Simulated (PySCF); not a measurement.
# Reading the logs of faulty runs: CGeH5N

Calculated results; nothing here was measured. They come from PySCF 2.14.0, an open-source quantum chemistry program, on an isolated molecule that a program drew, which may never have been made. The molecule is CGeH5N (charge 0, singlet), drawn as the SMILES string `C[N]=[GeH2]`.

Each row is a Hartree-Fock (HF) and frozen-core CCSD(T) single point in the cc-pVDZ basis, meant for a local HF minimum. Run 1 is clean. Each other run has one planted mistake out of seven kinds, and not every kind appears here: one electron removed, one electron added, multiplicity raised by two, geometry at a saddle point, minimal basis STO-3G, one bond length entered in bohr, all coordinates scaled. The reference is restricted for singlets and unrestricted otherwise, and also for a bond in bohr. Adding or removing an electron swaps singlet and doublet. Electrons count all cores. HOMO and LUMO are orbital energies over both spins, the gradient is its largest component, and the lowest frequency (negative if imaginary) is given only where the gradient is small. Bond lengths are over the 7 bonds as drawn. T1 is the CCSD diagnostic: over 0.02 (restricted) or 0.045 (unrestricted) a single reference is doubtful. Germanium has the cc-pVDZ-PP basis, with a core potential (ECP10MDF) in place of its 10 inner electrons, and its 3s, 3p and 3d shells are frozen in CCSD(T).

Geometry of the clean run:
```xyz
8
CGeH5N, angstrom
C    -2.7833    0.0880    0.2963
N    -1.8739   -0.9610   -0.0996
Ge   -0.4035   -0.7172   -0.8659
H    -2.9553    0.0363    1.3763
H    -3.7559   -0.0698   -0.1810
H    -2.4613    1.1118    0.0611
H     0.1985    0.6324   -1.2620
H     0.4426   -1.9239   -1.2194
```

| run | electrons | basis functions | <S^2> | HOMO (eV) | LUMO (eV) | gradient (hartree/bohr) | lowest frequency (cm^-1) | mean bond (Å) | longest bond (Å) | T1 | HF (hartree) | CCSD(T) (hartree) | mistake |
|---|---|---|---|---|---|---|---|---|---|---|---|---|---|
| 1 | 50 | 76 | 0.000 | -9.05 | 1.83 | 3.4e-05 | 197 | 1.3505 | 1.676 | 0.0175 | -388.52216 | -388.99144 | no fault |
| 2 | 50 | 76 | 1.504 | -8.64 | 1.94 | 7.0e-02 | - | 1.5340 | 2.728 | 0.0597 | -388.43402 | -388.84845 | one bond length entered in bohr |
| 3 | 50 | 76 | 2.028 | -6.54 | 0.62 | 1.3e-01 | - | 1.3505 | 1.676 | 0.0141 | -388.46993 | -388.88535 | multiplicity raised by two |
| 4 | 50 | 76 | 0.000 | -9.12 | 1.93 | 1.6e-02 | - | 1.3262 | 1.646 | 0.0167 | -388.51943 | -388.98408 | ? |
| 5 | 49 | 76 | 0.827 | -16.06 | -5.13 | 6.2e-02 | - | 1.3505 | 1.676 | 0.0279 | -388.25596 | -388.67259 | ? |

**Which mistake was planted in run 4, and what did it cost?**

The mean and the longest bond both change by the same factor, 0.982, and the gradient is no longer small. So the mistake is: all coordinates scaled. Subtracting run 1 and multiplying by 627.51 kcal/mol a hartree, the energy moved by 1.7 kcal/mol in HF and 4.6 kcal/mol in CCSD(T).

**Which mistake was planted in run 5, and what did it cost?**

It counts 49 electrons, one fewer than the clean run, at the same geometry and basis. So the mistake is: one electron removed. Subtracting run 1 and multiplying by 627.51 kcal/mol a hartree, the energy moved by 167.0 kcal/mol in HF and 200.1 kcal/mol in CCSD(T).

Cautions from the logs. Run 2: T1 is over the limit, so its CCSD(T) energy is less reliable.
